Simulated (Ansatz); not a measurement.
Program: Ansatz. Geometries: PBE0-D4/def2-TZVP. ΔE: electronic, gas phase. CCSD(T)/CBS adds triple-zeta CCSD(T) − MP2 to the extrapolated MP2 energy (def2 sets, frozen cores). This one scheme is used for every species. Functionals use def2-TZVPP. Each species was taken in one conformer, which may not be the lowest.

Reaction (formal exchange of groups at the Si–O bond): `O[SiH2]O[SiH](F)F` + `N=CS` → `N=C(S)[SiH2]O` + `O[SiH](F)F`

`O[SiH2]O[SiH](F)F`:

Z-matrix (Å, degrees):
```
Si
O 1 1.641
O 1 1.634 2 111.2
H 1 1.481 2 106.0 3 -120.9
H 1 1.476 2 109.4 3 116.7
Si 2 1.601 1 153.2 3 -92.7
H 3 0.958 1 118.8 2 -74.6
F 6 1.580 2 109.2 1 -117.4
F 6 1.582 2 110.3 1 -0.2
H 6 1.465 2 111.8 1 121.8
```

`N=CS`:

Z-matrix (Å, degrees):
```
C
S 1 1.747
N 1 1.261 2 123.4
H 1 1.096 2 111.0 3 180.0
H 2 1.345 1 94.8 3 0.0
H 3 1.018 1 110.8 2 180.0
```

`N=C(S)[SiH2]O`:

```xyz
10

N    -1.137   -0.087    1.227
C    -0.261    0.499    0.518
S     0.222    2.180    0.739
Si    0.503   -0.599   -0.829
O    -0.244   -2.040   -0.659
H    -1.557    0.492    1.956
H     1.127    2.220   -0.253
H     0.258    0.019   -2.157
H     1.970   -0.686   -0.610
H    -0.881   -1.997    0.069
```

`O[SiH](F)F`:

```xyz
6

O    -0.699   -1.002    0.357
Si    0.301    0.233    0.073
F    -0.489    1.604   -0.001
F     1.015    0.079   -1.333
H    -1.425   -1.194   -0.238
H     1.297    0.281    1.142
```

```csv
level,ΔE (eV)
ωB97X-V,1.25
CCSD/def2-TZVPP,1.31
```

Question: What does CCSD(T)/CBS give? (Estimate.)

Answer: Ansatz gave: +1.24 eV. The listed levels differ from it by 0.01, 0.07 eV.

Largest T1 diagnostic among the species: 0.014.

From PBE to PBE0 (25 % exact exchange), in def2-TZVPP and without D4, ΔE moves by +0.09 eV. The D4 term adds −0.04 eV with B3LYP and −0.02 eV with PBE0; it sums over pairs of atoms, weighted by their polarisabilities, and B3LYP, whose exchange is more repulsive, gets the larger term.

B3LYP here is the variant with VWN-RPA as its local correlation; programs differ in this.
